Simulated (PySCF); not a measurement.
# Ionisation energy of Er⁺ by level of theory

Er⁺ [Xe] 4f12 6s1 [4f5/2^6 4f7/2^6 6s1/2^1, M_J = 13/2] → Er²⁺ [Xe] 4f12 [4f5/2^6 4f7/2^6, M_J = 6], as a difference of total energies. Computed with PySCF 2.14 in x2c-SVPall-2c (7s10p9d3f1g, 112 functions), with the two-component X2C-1e Hamiltonian. Correlated levels: [Ar] 3d10 frozen; the 16 highest virtual spinors dropped. "Screened" scales the spin-orbit matrix elements by Boettger's factors to mimic the two-electron term; Breit and QED terms are absent.

```json
{"method": "GHF (spin-free)", "ionisation energy (eV)": "10.979"}
{"method": "GMP2 (spin-free)", "ionisation energy (eV)": "11.698"}
{"method": "GHF (screened spin-orbit)", "ionisation energy (eV)": "10.981"}
{"method": "GMP2 (screened spin-orbit)", "ionisation energy (eV)": "11.700"}
```

Task: How much does correlation contribute at GMP2 (screened spin-orbit)?

Result: 11.700 − (10.981) = 0.719 eV, measured against GHF (screened spin-orbit).

The spin-free rows relax to the high-spin LS determinant and lack the spin-orbit shift.

Errors of the correlated levels include the incompleteness of this basis and the frozen core.

The labels give the starting determinants; with spin-orbit coupling the two ends relaxed to ⟨J²⟩ = 48.76, ⟨L²⟩ = 30.18, ⟨S²⟩ = 3.83 and ⟨J²⟩ = 42.01, ⟨L²⟩ = 30.18, ⟨S²⟩ = 2.08.

For comparison: 11.916 ± 0.02 eV (semi-empirical (NIST evaluation); NIST Atomic Spectra Database, ionization energies).
